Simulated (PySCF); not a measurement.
**Partial charges of `CC(C)=C[SiH2][C@@H](F)CCl`**

Compound: C6H12ClFSi.
Atom-mapped SMILES: `[CH3:1][C:2]([CH3:3])=[CH:4][SiH2:5][C@@H:6]([F:7])[CH2:8][Cl:9]` (hydrogens: H10, H11, H12 on C1; H13, H14, H15 on C3; H16 on C4; H17, H18 on Si5; H19 on C6; H20, H21 on C8)

Geometry (GFN2-xTB, Å), atoms numbered from 1 in this order:
```xyz
21
C6H12ClFSi angstrom
C      2.7848   -0.4128   -0.5421
C      1.4400   -0.4026    0.1233
C      0.8430   -1.7614    0.3078
C      0.8563    0.7323    0.5099
Si    -0.7992    0.9977    1.3489
C     -2.1068    1.3030   -0.0454
F     -1.7692    2.4823   -0.7038
C     -2.1742    0.2155   -1.1021
Cl    -2.7602   -1.2812   -0.3619
H      3.1770    0.5929   -0.6673
H      3.4909   -0.9918    0.0527
H      2.7178   -0.8857   -1.5216
H      1.4869   -2.3661    0.9461
H     -0.1448   -1.7124    0.7530
H      0.7684   -2.2713   -0.6525
H      1.4017    1.6506    0.3153
H     -0.7682    2.2468    2.1131
H     -1.2977   -0.0956    2.1836
H     -3.1072    1.4794    0.3649
H     -2.8640    0.4791   -1.9068
H     -1.1843    0.0180   -1.5155
```

Density: PBE0/pcSseg-1 (PySCF); schemes: Mulliken, IAO, Hirshfeld and ESP-fitted. Isolated species at its GFN2-xTB geometry (one conformer only).

Tabulate the Mulliken, IAO, Hirshfeld and ESP-fitted charges.

In e:

```json
{"atom": "C1", "environment": "allylic carbon", "Mulliken": "-0.153", "IAO": "-0.426", "Hirshfeld": "-0.115", "ESP-fitted": "-0.681"}
{"atom": "C2", "environment": "fully substituted alkene carbon", "Mulliken": "-0.416", "IAO": "+0.072", "Hirshfeld": "+0.035", "ESP-fitted": "+0.431"}
{"atom": "C3", "environment": "allylic carbon", "Mulliken": "-0.180", "IAO": "-0.429", "Hirshfeld": "-0.120", "ESP-fitted": "-0.529"}
{"atom": "C4", "environment": "alkene CH carbon", "Mulliken": "-0.352", "IAO": "-0.478", "Hirshfeld": "-0.164", "ESP-fitted": "-0.460"}
{"atom": "Si5", "environment": "SiH2 silicon", "Mulliken": "+0.658", "IAO": "+0.724", "Hirshfeld": "+0.314", "ESP-fitted": "+0.280"}
{"atom": "C6", "environment": "sp3 C–F carbon", "Mulliken": "-0.070", "IAO": "-0.085", "Hirshfeld": "-0.033", "ESP-fitted": "+0.150"}
{"atom": "F7", "environment": "alkyl fluorine", "Mulliken": "-0.339", "IAO": "-0.329", "Hirshfeld": "-0.118", "ESP-fitted": "-0.240"}
{"atom": "C8", "environment": "sp3 C–Cl carbon", "Mulliken": "-0.205", "IAO": "-0.250", "Hirshfeld": "-0.046", "ESP-fitted": "-0.352"}
{"atom": "Cl9", "environment": "alkyl chlorine", "Mulliken": "-0.164", "IAO": "-0.099", "Hirshfeld": "-0.029", "ESP-fitted": "-0.136"}
{"atom": "H10", "environment": "methyl hydrogen", "Mulliken": "+0.114", "IAO": "+0.147", "Hirshfeld": "+0.047", "ESP-fitted": "+0.172"}
{"atom": "H11", "environment": "methyl hydrogen", "Mulliken": "+0.126", "IAO": "+0.151", "Hirshfeld": "+0.048", "ESP-fitted": "+0.190"}
{"atom": "H12", "environment": "methyl hydrogen", "Mulliken": "+0.123", "IAO": "+0.149", "Hirshfeld": "+0.047", "ESP-fitted": "+0.193"}
{"atom": "H13", "environment": "methyl hydrogen", "Mulliken": "+0.129", "IAO": "+0.152", "Hirshfeld": "+0.049", "ESP-fitted": "+0.152"}
{"atom": "H14", "environment": "methyl hydrogen", "Mulliken": "+0.141", "IAO": "+0.149", "Hirshfeld": "+0.028", "ESP-fitted": "+0.165"}
{"atom": "H15", "environment": "methyl hydrogen", "Mulliken": "+0.124", "IAO": "+0.150", "Hirshfeld": "+0.046", "ESP-fitted": "+0.152"}
{"atom": "H16", "environment": "vinylic hydrogen", "Mulliken": "+0.112", "IAO": "+0.150", "Hirshfeld": "+0.038", "ESP-fitted": "+0.179"}
{"atom": "H17", "environment": "Si–H hydrogen", "Mulliken": "-0.073", "IAO": "-0.112", "Hirshfeld": "-0.076", "ESP-fitted": "-0.068"}
{"atom": "H18", "environment": "Si–H hydrogen", "Mulliken": "-0.055", "IAO": "-0.117", "Hirshfeld": "-0.077", "ESP-fitted": "-0.067"}
{"atom": "H19", "environment": "methine hydrogen", "Mulliken": "+0.134", "IAO": "+0.146", "Hirshfeld": "+0.035", "ESP-fitted": "+0.085"}
{"atom": "H20", "environment": "methylene hydrogen", "Mulliken": "+0.170", "IAO": "+0.169", "Hirshfeld": "+0.050", "ESP-fitted": "+0.203"}
{"atom": "H21", "environment": "methylene hydrogen", "Mulliken": "+0.176", "IAO": "+0.164", "Hirshfeld": "+0.041", "ESP-fitted": "+0.180"}
```

Mean size of the charges over all atoms: ESP-fitted 0.241 e, IAO 0.221 e, Mulliken 0.191 e, Hirshfeld 0.074 e. Each set sums to the total charge, 0, to within 0.001 e. The IAO scheme counts the electrons in orthogonalised intrinsic atomic orbitals, a minimal basis polarised so that it spans the occupied orbitals exactly.

Lowest charge. The schemes don't all agree: Mulliken C2 (-0.416); IAO C4 (-0.478); Hirshfeld C4 (-0.164); ESP-fitted C1 (-0.681).

Highest charge. The schemes don't all agree: Mulliken Si5 (+0.658); IAO Si5 (+0.724); Hirshfeld Si5 (+0.314); ESP-fitted C2 (+0.431).

How closely do the schemes follow one another over all atoms?

Correlation coefficient and root-mean-square difference: IAO with Hirshfeld 0.97, 0.180 e; Mulliken with IAO 0.86, 0.140 e; IAO with ESP-fitted 0.85, 0.153 e; Mulliken with Hirshfeld 0.85, 0.161 e; Hirshfeld with ESP-fitted 0.75, 0.223 e; Mulliken with ESP-fitted 0.54, 0.256 e.

How many electrons does the Mulliken scheme count on C3?

Z − q = 6 − (-0.180) = 6.180.

Sum the charges by element, for elements with more than one atom.

```tsv
element	atoms	Mulliken	IAO	Hirshfeld	ESP-fitted
C	6	-1.375	-1.595	-0.443	-1.441
H	12	+1.220	+1.298	+0.276	+1.537
```

The run behind these numbers computed NMR shieldings as well. On an Arm Neoverse V2 with one thread, shared host, this took 61 s of wall time (grids of density and orbitals included) and 1.1 GiB of memory at its peak.
